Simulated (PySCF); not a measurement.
CH9NO2Si2, SMILES CN[SiH2]O[SiH2]O.

The structure is a stationary point at B3LYP-D3(BJ)/def2-SVP. The structure was generated by enumeration, and PubChem lists no compound with its InChIKey, so it may never have been made. The values are those of a single conformer.

Computed with PySCF with PBE/def2-TZVP.

Isolated molecule, no solvent.

Question: Estimate the frontier levels, gap, dipole moment and polarisability. (An estimate is asked for; the answer gives what the named calculation found.)

Answer: 
```json
{
 "highest_occupied_level": "-5.63 eV",
 "lowest_empty_level": "-0.39 eV",
 "orbital_gap": "5.24 eV",
 "dipole_moment": "1.17 D",
 "quadrupole, principal values (traceless, Buckingham form, about the centre of nuclear charge)": "-7.79, -0.41, 8.20 D·Å",
 "mean_static_polarisability": "78.2 bohr³ (11.59 Å³)",
 "polarisability_principal_values": "70.2, 79.9, 84.5 bohr³"
}
```
